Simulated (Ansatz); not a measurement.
The same ligand exchange along the group F, Br, I.

Calculated with Ansatz (gas phase, PBE0-D4/def2-TZVP geometries, no zero-point term in ΔE). CCSD(T)/CBS is the MP2 limit (def2-TZVPP, def2-QZVPP) plus CCSD(T) − MP2 in def2-TZVPP, frozen cores. This one scheme is used for every species. DFT in def2-TZVPP. Elements past krypton have def2 core potentials. For Br, Ge, I outer-core shells are correlated without core-valence functions, which leaves a few kJ/mol of doubt a bond. Scalar relativity is left out up to krypton. Each species was taken in one conformer, which may not be the lowest.

```json
{"reaction": "`[OH][GeH2][F]` + `O[SiH2]O` → `O[SiH2][O][GeH2][OH]` + H–F", "HF/CBS(def2) (kJ/mol)": "27", "B2PLYP (kJ/mol)": "24", "CCSD/CBS(def2) (kJ/mol)": "15", "CCSD(T)/CBS(def2) (kJ/mol)": "14"}
{"reaction": "`[OH][GeH2][Br]` + `O[SiH2]O` → `O[SiH2][O][GeH2][OH]` + HBr", "HF/CBS(def2) (kJ/mol)": "32", "B2PLYP (kJ/mol)": "35", "CCSD/CBS(def2) (kJ/mol)": "33", "CCSD(T)/CBS(def2) (kJ/mol)": "33"}
{"reaction": "`[OH][GeH2][I]` + `O[SiH2]O` → `O[SiH2][O][GeH2][OH]` + HI", "HF/CBS(def2) (kJ/mol)": "27", "B2PLYP (kJ/mol)": "33", "CCSD/CBS(def2) (kJ/mol)": "34", "CCSD(T)/CBS(def2) (kJ/mol)": "34"}
```

Largest T1 diagnostic: 0.012, for `O[SiH2][O][GeH2][OH]`.
